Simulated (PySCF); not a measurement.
## Structure from NMR data

An unknown has the formula C8H14Si. Its calculated NMR data are:

1H NMR (400 MHz, computed): δ 5.60 (br s, 1H), 5.28 (br s, 1H), 2.52 (m, 1H), 2.48 (m, 1H), 1.68 (s, 3H), 1.41 (m, 1H), 1.24 (m, 1H), 0.92 (m, 1H), 0.85 (m, 1H), 0.27 (m, 1H), 0.23 (m, 1H), -0.40 (m, 1H).

13C{1H} NMR (computed): δ 157.0 (C), 114.8 (CH2), 36.0 (C), 25.7 (CH3), 21.7 (CH), 13.9 (CH2), 9.6 (CH2), 2.5 (CH2).

- shieldings: GIAO PBE0/pcSseg-1
- geometry: GFN2-xTB
- program: PySCF 2.14
- isolated molecule, fast rotation and ring inversion assumed for equivalent nuclei, no relativistic terms, one computed conformer

δ = σ(ref) − σ, references computed at the same level: TMS for 1H (31.72 ppm) and 13C (186.93 ppm).

What is the structure?

Results:


Rings plus π bonds: 3 (2 rings in the answer). 8 carbon signals for 8 carbons: no two carbons are equivalent. Carbon types of the structure: 2 × C, 1 × CH, 4 × CH2, 1 × CH3, leaving 2 H on heteroatoms. δC 157.0: fully substituted alkene carbon; the olefinic region. δC 114.8: terminal =CH2 carbon; the olefinic region. δC 25.7: allylic methyl carbon; saturated and bonded to C and H only. δH 5.60, 5.28: hydrogen on a terminal =CH2 carbon; attached to an sp2 carbon and in the plane of the double bond. δH 2.52, 2.48: hydrogen on a silicon bonded to 2 C, in a 3-membered ring. δH 1.68: hydrogen on an allylic methyl carbon; allylic position. δH 1.41, 1.24, 0.92, 0.85, 0.27, 0.23, -0.40: hydrogen on a three-membered-ring carbon; cyclopropane-type protons are shielded by the ring.

Structure: `C=C(C)[C@@]1(C2CC2)C[SiH2]1`.

The data come from this structure; uniqueness wasn't tested.

Shifts are as computed. Against solution values, carbons near 30 ppm lie about +3 ppm off and those near 130 ppm about +5 ppm. Of 1309 compounds with measured shifts, 239 miss one by over three times the rms of a fit or turn the order of signals round; such compounds aren't used in these exercises. Multiplicities follow the n + 1 count of equivalent neighbours, as no J values were calculated; m marks all less simple cases, F and P coupling included.
